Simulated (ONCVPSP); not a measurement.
Configuration tests for Mo (ONCV)

| Item | Value |
| --- | --- |
| Element | Mo |
| Generator | ONCVPSP 4.0.1 |
| Type | optimised norm-conserving Vanderbilt (ONCV) |
| Functional | PBE |
| Relativity | scalar-relativistic |
| Frozen core | [Ar] 3d10 4s2 |
| Valence charge | 12 |
| Reference configuration | 4p6 4d5 5s1 |
| Partial waves | 5s: rc 3.00 bohr, ncon 5, nbas 9, qcut 1.8 1/bohr, 2 projectors, debl 3 Ha; 4p: rc 2.00 bohr, ncon 4, nbas 8, qcut 7.2 1/bohr, 2 projectors, debl 1.5 Ha; 4d: rc 2.70 bohr, ncon 5, nbas 10, qcut 6.7 1/bohr, 2 projectors, debl 1.1 Ha |
| Local potential | polynomial inside 1.75 bohr (lpopt 3, dvloc0 0 Ha) |
| Core correction | polynomial model core, fcfact 0.75 |

Energies are relative to the spin-unpolarised reference configuration 4p6 4d5 5s1; without spin polarisation the order of configurations can differ from experiment.

Give the all-electron excitation energy and the error of the potential for: 4p6 4d5 5s0; 4p6 4d4 5s0; 4p6 4d3 5s0; 4p6 4d4 5s1 5p1.

```tsv
valence configuration	charge	ΔE all-electron (eV)	error AE − PS (meV)
4p6 4d5 5s0	+1	6.890	-8.3
4p6 4d4 5s0	+2	22.352	-0.3
4p6 4d3 5s0	+3	49.096	+36
4p6 4d4 5s1 5p1	0	3.740	+5.5
```

Note: no bound ghost flagged; GHOST(+) flagged for s at 41.6 eV.
